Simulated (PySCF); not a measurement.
Species: C7H14 (charge 0, singlet). 
Coordinates optimised at B3LYP-D3(BJ)/def2-TZVP (Ansatz):
```xyz
21

C      3.0336     0.7132    -0.1198
C      2.0083    -0.3327     0.3336
C      0.6403     0.2527     0.5124
C     -0.4739    -0.0117    -0.1734
C     -0.5600    -1.0034    -1.3009
C     -1.7636     0.6966     0.1626
C     -2.8607    -0.2339     0.6925
H      4.0340     0.2816    -0.1910
H      3.0775     1.5482     0.5830
H      2.7655     1.1184    -1.0974
H      2.3381    -0.7572     1.2885
H      1.9932    -1.1607    -0.3758
H      0.5729     1.0046     1.2965
H     -1.1620    -1.8718    -1.0193
H      0.4141    -1.3668    -1.6197
H     -1.0512    -0.5505    -2.1672
H     -1.5629     1.4742     0.9025
H     -2.1371     1.2047    -0.7343
H     -3.1463    -0.9841    -0.0464
H     -3.7576     0.3328     0.9494
H     -2.5222    -0.7579     1.5887
```

Dispersion corrections to the total energy (kcal/mol) from the dftd3 and dftd4 libraries through PySCF: D3(BJ) without and D4 with the three-body term, each with the damping fitted for the functional named.

```json
[
 {"functional": "BP86", "D3(BJ)": "-16.24", "D4": "-13.34"},
 {"functional": "r2SCAN", "D3(BJ)": "-3.29", "D4": "-2.83"},
 {"functional": "B2GP-PLYP", "D3(BJ)": "-5.69", "D4": "-4.34"},
 {"functional": "PBE", "D3(BJ)": "-10.91", "D4": "(withheld)"},
 {"functional": "revPBE", "D3(BJ)": "-27.51", "D4": "(withheld)"},
 {"functional": "LC-wPBE", "D3(BJ)": "-9.91", "D4": "-11.14"},
 {"functional": "BHLYP", "D3(BJ)": "(withheld)", "D4": "-11.06"}
]
```

**Question.** Fill in the missing entries.

**Answer.** 
- PBE, D4: -10.17
- revPBE, D4: -33.84
- BHLYP, D3(BJ): -13.58
